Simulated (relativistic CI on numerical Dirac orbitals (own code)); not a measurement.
**Calculated levels, Tm²⁺**

Computed by Dirac-Coulomb-Breit CI, KLI orbitals optimised for each configuration, model QED (radiative potential, 1s self-energy scaled to tabulated hydrogen-like ionisation energies), valence Slater integrals scaled by 0.85, P86 correlation energy added to each configuration (own radial code, finite nucleus).

Configurations in the expansion (outside the closed core [Kr] 4d10 5s2): 4f¹³5p⁶, 4f¹²5p⁶6s, 4f¹²5p⁶5d, 4f¹²5p⁶6p, 4f¹²5p⁶5f, 4f¹¹5p⁶5d6p, 4f¹²5p⁶7s, 4f¹³5p⁵5d, 4f¹²5p⁶6d, 4f¹¹5p⁶6s6p, 4f¹²5p⁶7p, 4f¹²5p⁶8s, 4f¹²5p⁶7d, 4f¹²5p⁶6f, 4f¹²5p⁶8p, 4f¹²5p⁶5g, 4f¹³5p⁵5f, 4f¹¹5p⁶5f6s, 4f¹³5p⁵6s, 4f¹⁴5p⁵. Double excitations out of closed p, d and f shells are left out; levels of such configurations are missing from the list, as are those of other unlisted configurations, and high levels can miss mixing partners.

The lowest level is 4f¹³5p⁶ ²F°7/2, with 99 % of that term; Hund's rules for 4f¹³5p⁶ give ²F° with J = 7/2, in agreement.

```csv
No.,Configuration,Term,J,E (cm⁻¹),%,Landé g
1,4f¹³5p⁶,²F°,7/2,0.0,99,1.142
2,4f¹²(3H)5d,⁴F,9/2,217.7,88,1.312
3,4f¹²(3H)5d,²K,15/2,3387.6,53,1.080
4,4f¹²(3H)5d,⁴G,11/2,3645.9,86,1.251
5,4f¹²(3H)6s,⁴H,13/2,4051.4,98,1.229
6,4f¹²(3H)5d,⁴K,17/2,4086.6,99,1.175
7,4f¹²(3H)6s,²H,11/2,4687.2,65,1.102
8,4f¹²(3H)5d,⁴F,7/2,4711.0,66,1.195
9,4f¹²(3H)5d,⁴H,13/2,6260.0,49,1.151
10,4f¹²(3H)5d,⁴I,15/2,7601.2,85,1.179
11,4f¹²(3H)5d,⁴G,9/2,7709.2,50,1.138
12,4f¹²(3H)5d,²H,11/2,7928.7,49,1.094
13,4f¹²(3H)5d,⁴H,13/2,8251.5,41,1.119
14,4f¹³5p⁶,²F°,5/2,8367.2,98,0.855
15,4f¹²(1G)5d,²F,5/2,9045.2,42,1.068
16,4f¹²(1G)5d,²F,7/2,9798.7,26,1.158
17,4f¹²(3F)6s,⁴F,9/2,9818.8,56,1.222
18,4f¹²(3F)6s,²F,7/2,10119.5,35,1.017
19,4f¹²(3H)5d,⁴F,5/2,10463.4,71,1.080
20,4f¹²(3F)5d,⁴G,9/2,10486.2,34,1.134
21,4f¹²5p⁶5d,²H,11/2,10632.2,23,1.034
22,4f¹²(3H)5d,²F,7/2,11136.7,54,1.086
23,4f¹²(3H)5d,⁴K,13/2,11506.1,57,0.993
24,4f¹²(3F)5d,⁴G,11/2,11761.4,41,1.096
25,4f¹²(1G)5d,²D,3/2,11781.3,42,0.736
26,4f¹²(3H)6s,⁴H,11/2,12437.1,63,1.119
27,4f¹²(3H)6s,⁴H,9/2,12455.3,61,0.957
28,4f¹²(3F)5d,²G,9/2,12624.0,32,1.112
29,4f¹²(3F)5d,⁴H,13/2,13022.8,42,1.112
30,4f¹²(3H)5d,⁴K,15/2,13120.4,56,1.093
31,4f¹²5p⁶5d,²G,7/2,13541.6,29,1.049
32,4f¹²(3H)5d,⁴G,5/2,13592.2,29,1.055
33,4f¹²(3H)5d,⁴I,11/2,14541.1,39,1.027
34,4f¹²(3F)5d,⁴D,7/2,14683.7,37,1.074
35,4f¹²(3H)5d,²G,9/2,14901.7,44,1.042
36,4f¹²(3H)5d,⁴G,9/2,15451.8,26,1.026
37,4f¹²(3F)5d,⁴F,3/2,15689.7,50,0.823
38,4f¹²(3H)5d,⁴H,11/2,16444.7,47,1.058
39,4f¹²(3H)5d,⁴I,13/2,16448.0,55,1.102
40,4f¹²(3H)6s,⁴H,7/2,16717.3,54,0.872
41,4f¹²(3H)5d,⁴K,11/2,16778.9,41,0.948
42,4f¹²(3H)6s,²H,9/2,16873.1,37,1.078
43,4f¹²(3H)5d,²F,5/2,16930.6,36,0.964
44,4f¹²(3F)5d,⁴G,7/2,17857.3,37,0.956
45,4f¹²(3H)5d,⁴I,9/2,18069.7,28,0.957
```

Energies count from the lowest computed level; ° marks odd parity. Percentages are summed over parent terms; the parents shown are those of the largest component, closed shells are left out there.

The mean weight of the leading LS term, summed over parents, in these 45 levels is 52 %, and that of the leading jj configuration (from the same eigenvectors) 75 %, so jj coupling describes them better and the LS labels are nominal.

Correlation outside the listed configurations is missing or only estimated: errors of thousands of cm⁻¹ between configurations and terms are usual at this charge. Rates and lifetimes follow the computed energies and can be off by large factors. The fine structure of a lone outer electron comes out too small, for d and f at times inverted, and misplaced configurations move strength between like terms. 9 of the 66 excited levels that our extract of the measured tables holds in this range could be paired (the sources list more); they are missed by 19052 cm⁻¹ on average and 22016 at most, and levels without a partner can miss by more.

LS names give the leading component of a level, which can be under half, so a name can repeat, a term be missing and a line seem to break the LS rules.
